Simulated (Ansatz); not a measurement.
Born–Oppenheimer molecular dynamics of F₂GeH (4 atoms, charge 0, multiplicity 2). It starts from a relaxed structure.

Theory: Ansatz 0.2.0, UKS PBE/def2-SVP.

```json
{"ensemble": "NVE (velocity Verlet)", "time step": "1 fs", "steps asked": "300", "starting velocities drawn for": "500 K", "masses": "H 3.016 u", "seed": "17316"}
```

Frames 20 fs apart, positions in Å.

Velocities at 10 fs (Å/ps):

```
F 2.21 2.58 1.28
Ge -1.23 -0.30 0.03
F 1.22 -2.78 -2.99
H 8.01 8.47 10.02
```

```xyz
4
Properties=species:S:1:pos:R:3 time_fs=10 energy_less_start_eV=0.056 T=285
F -0.229 -0.018 1.587
Ge 0.499 -0.091 -0.005
F -0.449 -1.293 -0.955
H 0.355 1.383 -0.538
4
Properties=species:S:1:pos:R:3 time_fs=30 energy_less_start_eV=0.091 T=150
F -0.205 0.018 1.617
Ge 0.480 -0.106 -0.011
F -0.405 -1.273 -0.970
H 0.386 1.412 -0.480
4
Properties=species:S:1:pos:R:3 time_fs=50 energy_less_start_eV=0.037 T=355
F -0.213 0.007 1.608
Ge 0.497 -0.109 0.006
F -0.427 -1.235 -0.985
H 0.179 1.300 -0.739
4
Properties=species:S:1:pos:R:3 time_fs=70 energy_less_start_eV=0.094 T=138
F -0.252 -0.030 1.595
Ge 0.521 -0.095 0.007
F -0.469 -1.226 -0.961
H 0.105 1.149 -0.834
4
Properties=species:S:1:pos:R:3 time_fs=90 energy_less_start_eV=0.025 T=405
F -0.279 -0.069 1.558
Ge 0.519 -0.092 -0.014
F -0.461 -1.234 -0.865
H 0.272 1.355 -0.703
4
Properties=species:S:1:pos:R:3 time_fs=110 energy_less_start_eV=0.112 T=69
F -0.289 -0.088 1.525
Ge 0.522 -0.073 -0.022
F -0.493 -1.303 -0.838
H 0.461 1.467 -0.487
4
Properties=species:S:1:pos:R:3 time_fs=130 energy_less_start_eV=0.053 T=294
F -0.295 -0.078 1.546
Ge 0.523 -0.083 -0.025
F -0.477 -1.264 -0.840
H 0.357 1.388 -0.537
4
Properties=species:S:1:pos:R:3 time_fs=150 energy_less_start_eV=0.051 T=303
F -0.262 -0.050 1.563
Ge 0.523 -0.096 0.001
F -0.471 -1.222 -0.912
H 0.119 1.269 -0.807
4
Properties=species:S:1:pos:R:3 time_fs=170 energy_less_start_eV=0.069 T=233
F -0.230 -0.014 1.615
Ge 0.510 -0.100 0.007
F -0.455 -1.232 -0.982
H 0.146 1.190 -0.829
4
Properties=species:S:1:pos:R:3 time_fs=190 energy_less_start_eV=0.054 T=291
F -0.198 0.013 1.619
Ge 0.480 -0.109 -0.007
F -0.404 -1.249 -0.971
H 0.337 1.346 -0.605
4
Properties=species:S:1:pos:R:3 time_fs=210 energy_less_start_eV=0.104 T=100
F -0.206 0.007 1.596
Ge 0.488 -0.100 -0.006
F -0.434 -1.296 -0.972
H 0.380 1.463 -0.473
4
Properties=species:S:1:pos:R:3 time_fs=230 energy_less_start_eV=0.014 T=446
F -0.258 -0.037 1.591
Ge 0.515 -0.096 -0.013
F -0.459 -1.241 -0.913
H 0.211 1.303 -0.642
```

Of the whole run (300 fs, mean temperature of the second half 241 K): The conserved energy stayed within 0.059 meV per atom of its start (net change 0.018 meV per atom), so the integration is sound. Over the second half the temperature averaged 0.48 of the 500 K drawn at the start: a run that starts near a minimum puts about half its kinetic energy into the potential. A run of 0.3 ps of so small a system gives no equilibrium averages.

Time of the run: 9.2 min on 1 thread of Arm Neoverse V1 (shared host), peak memory 0.12 GiB.
